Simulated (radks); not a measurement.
Initial-state core-level shifts of neutral niobium when its valence configuration changes from [Kr] 4d4 5s1. Calculated with a radial shooting solver on a logarithmic mesh with Libxc functionals: scalar-relativistic Kohn-Sham, r2SCAN, spin-unpolarised, spherical densities, finite nucleus; meta-GGA in the generalised Kohn-Sham scheme; Fermi nuclear charge, rms radius 4.324 fm. Shifts are changes of the shell-averaged eigenvalues in eV (positive: less bound); the change of the density at the nucleus, which sets a Mossbauer isomer shift, is in e/bohr^3, on a base of 8.402e+04.

| valence | 2s | 2p | 3s | 4s | density at nucleus |
|---|---|---|---|---|---|
| 4d4 5p1 | -1.228 | -1.230 | -1.243 | -1.287 | -9.199 |
| 4d2 5s1 5p2 | -8.712 | -8.695 | -8.620 | -8.052 | +7.145 |
| 4d3 5s1 5p1 | -4.044 | -4.037 | -4.022 | -3.843 | +2.899 |
| 4d3.5 5s1.5 | -1.282 | -1.277 | -1.269 | -1.189 | +5.994 |
| 4d2 5p3 | -9.884 | -9.867 | -9.797 | -9.209 | -4.693 |
| 4d3.5 5s1 5p0.5 | -1.940 | -1.936 | -1.933 | -1.867 | +1.309 |
| 4d2.5 5s1 5p1.5 | -6.308 | -6.296 | -6.257 | -5.913 | +4.851 |
| 4d5 | +2.001 | +1.994 | +1.991 | +1.900 | -9.961 |
| 4d4.5 5p0.5 | +0.495 | +0.490 | +0.480 | +0.396 | -9.688 |
